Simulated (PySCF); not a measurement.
PySCF input file for In(Br)(OH)(OMe) (CH4BrInO2), SMILES C[O][In]([OH])[Br], IEF-PCM-M06-2X/def2-SVP. The structure is a stationary point at PBE0-D3(BJ)/def2-SVP. The structure was generated by enumeration; whether it is a known compound was not checked. The def2 effective core potentials stand for the cores of In; spin–orbit coupling is left out. The values are those of a single conformer.

```python
import numpy as np
from pyscf import gto, scf, dft
from pyscf.solvent import pcm

mol = gto.M(
    atom='''
    In    0.23186866    0.39244512    0.00000000
    Br   -0.35036195   -2.00359532   -0.00000000
    O     2.13379065    0.97410422   -0.00000000
    H     2.73136309    0.21623444   -0.00000000
    O    -1.24042495    1.71964483   -0.00000000
    C    -1.01134238    3.10151617   -0.00000000
    H    -0.45936437    3.45458850   -0.89188889
    H    -1.99040187    3.61152447    0.00000000
    H    -0.45936438    3.45458850    0.89188891
    ''',
    basis='def2-SVP',
    ecp={'In': 'def2-svp'},
    charge=0,
    spin=0,
    max_memory=1600,
    verbose=3,
)
mf = dft.RKS(mol, xc='m06-2x').density_fit(auxbasis='def2-universal-jkfit')
mf.grids.level = 4
mf.conv_tol = 1e-9
mf.max_cycle = 100
mf.kernel()
res = {}
for name, eps in {'water': 78.355, 'tetrahydrofuran': 7.4257, 'ethylethanoate': 5.9867}.items():
    s = mf.PCM()
    s.with_solvent.method, s.with_solvent.eps, s.with_solvent.lebedev_order = 'IEF-PCM', eps, 29
    s.kernel(mf.make_rdm1())
    res[name] = (s.e_tot, eps, s.dip_moment(), s.mo_energy, s.converged)
    print(f'{name}: electrostatic solvation free energy {(s.e_tot - mf.e_tot) * 627.509474:.3f} kcal/mol')
```

It prints:

```
converged SCF energy = -2954.74260415168

WARN: PCM is an experimental feature. It is still in testing.
Features and APIs may be changed in the future.

converged SCF energy = -2954.76017918306
Dipole moment(X, Y, Z, Debye):  1.69917,  0.68319, -0.00000
water: electrostatic solvation free energy -11.028 kcal/mol

WARN: PCM is an experimental feature. It is still in testing.
Features and APIs may be changed in the future.

converged SCF energy = -2954.75678527237
Dipole moment(X, Y, Z, Debye):  1.58936,  0.65532, -0.00000
tetrahydrofuran: electrostatic solvation free energy -8.899 kcal/mol

WARN: PCM is an experimental feature. It is still in testing.
Features and APIs may be changed in the future.

converged SCF energy = -2954.75597538533
Dipole moment(X, Y, Z, Debye):  1.56461,  0.64815, -0.00000
ethylethanoate: electrostatic solvation free energy -8.391 kcal/mol
```

Self-consistency was reached.

Cost: around 3 core-minutes (rough).
